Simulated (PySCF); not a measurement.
C3H6NO, multiplicity 2. Atoms are numbered in the order given.

```xyz
11

C     -1.4304    -0.3651     0.0000
N     -0.0598    -0.3637     0.0000
C      0.6568    -1.6174     0.0000
C      0.6305     0.8298     0.0000
O      0.1078     1.9189     0.0000
H     -1.9506    -1.3197     0.0000
H     -1.9275     0.6020     0.0000
H      0.4110    -2.2118     0.8944
H      1.7373    -1.4202     0.0000
H      0.4110    -2.2118    -0.8944
H      1.7337     0.6718     0.0000
```
Charge 0, spin multiplicity 2.

Coordinates come from a PBE0-D3(BJ)/def2-SVP optimisation. The isomer is the one that the SMILES or the coordinates give; other isomers of the formula were not compared. One conformer was computed; it need not be the lowest.

Level of theory: PBE0-D3(BJ)/def2-SVP (PySCF 2.14.0).

No scaling factor is applied to the harmonic values.

Problem. List the normal modes with their intensities. (The exact figures need the calculation; the answer reports its results.)

Solution. 
```tsv
mode	ν (cm⁻¹)	IR (km/mol)	moving atoms (share of kinetic energy)
1	145	1.0	H 82 %
2	236	7.3	H 59 %, C 17 %, O 15 %, N 9 %
3	264	35.7	H 62 %, C 25 %, N 9 %
4	327	6.8	C 37 %, O 36 %, H 19 %, N 9 %
5	382	35.5	H 60 %, N 29 %, C 8 %
6	420	0.7	C 48 %, H 37 %, N 8 %
7	452	3.6	H 64 %, C 20 %, N 15 %
8	668	7.6	C 44 %, O 32 %, H 16 %, N 8 %
9	945	12.3	C 63 %, H 32 %
10	972	0.0	H 57 %, C 37 %
11	1071	44.0	H 51 %, C 47 %
12	1089	16.6	H 68 %, C 28 %
13	1138	0.0	H 74 %, C 19 %
14	1337	47.3	H 46 %, N 39 %, C 13 %
15	1398	34.5	H 78 %, N 17 %
16	1428	18.0	H 43 %, N 29 %, C 22 %
17	1432	2.9	H 73 %, C 22 %
18	1453	11.3	H 97 %
19	1476	0.6	H 69 %, C 15 %, N 13 %
20	1510	37.5	H 67 %, N 22 %, C 11 %
21	1837	426.5	C 62 %, O 34 %
22	2991	66.6	H 92 %
23	3050	44.5	H 97 %
24	3134	15.8	H 90 %, C 10 %
25	3175	5.4	H 91 %, C 9 %
26	3217	0.9	H 96 %
27	3365	1.9	H 88 %, C 12 %
```
